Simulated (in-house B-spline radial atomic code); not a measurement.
Inner levels of chlorine as electrons are removed. A shift is the extra binding of the orbital against the neutral atom ([Ne] 3s2 3p5). The density at the nucleus is averaged over the nuclear charge. Computed with a radial B-spline atomic code at the basis-set limit: Dirac-Hartree-Fock, average of the configuration, finite nuclei.

```
  ion  configuration  shift of 1s1/2 (eV)  radius of 1s1/2 (bohr)  Σ<r²> (bohr²)  change of density at nucleus (bohr⁻³)
   Cl   [Ne] 3s2 3p5                    0                0.090843         27.576                                      -
  Cl+   [Ne] 3s2 3p4               13.108                0.090841         20.674                                 1.9829
 Cl2+   [Ne] 3s2 3p3                28.64                0.090836         15.586                                 4.4989
 Cl3+   [Ne] 3s2 3p2               46.415                 0.09083         11.595                                 7.5095
 Cl4+   [Ne] 3s2 3p1               66.327                0.090821         8.3509                                     11
 Cl5+       [Ne] 3s2                    ?                       ?              ?                                      ?
 Cl6+       [Ne] 3s1               112.41                0.090808         3.5214                               -0.42868
 Cl7+   [He] 2s2 2p6               138.15                0.090806         1.6561                                -18.825
 Cl8+   [He] 2s2 2p5                208.5                  0.0907         1.3687                                 -3.057
 Cl9+   [He] 2s2 2p4               283.37                0.090577         1.1172                                 13.993
Cl10+   [He] 2s2 2p3                    ?                       ?              ?                                      ?
Cl11+   [He] 2s2 2p2               446.46                0.090277        0.69974                                 51.994
Cl12+   [He] 2s2 2p1                    ?                       ?              ?                                      ?
Cl13+       [He] 2s2               627.03                0.089904        0.37028                                 95.294
Cl14+       [He] 2s1               710.17                0.089882        0.18951                                -64.793
Cl15+            1s2               795.99                0.089778       0.021583                                -238.94
Cl16+            1s1              1082.17                0.087781       0.010287                               -1834.82
```

(1) Fill in the row of Cl5+.

(2) Fill in the row of Cl10+.

(3) Fill in the row of Cl12+.

Results:

(1) shift of 1s1/2 (eV): 88.306; radius of 1s1/2 (bohr): 0.09081; Σ<r²> (bohr²): 5.6512; change of density at nucleus (bohr⁻³): 14.966.

(2) shift of 1s1/2 (eV): 362.71; radius of 1s1/2 (bohr): 0.090436; Σ<r²> (bohr²): 0.89571; change of density at nucleus (bohr⁻³): 32.339.

(3) shift of 1s1/2 (eV): 534.59; radius of 1s1/2 (bohr): 0.0901; Σ<r²> (bohr²): 0.5256; change of density at nucleus (bohr⁻³): 72.974.
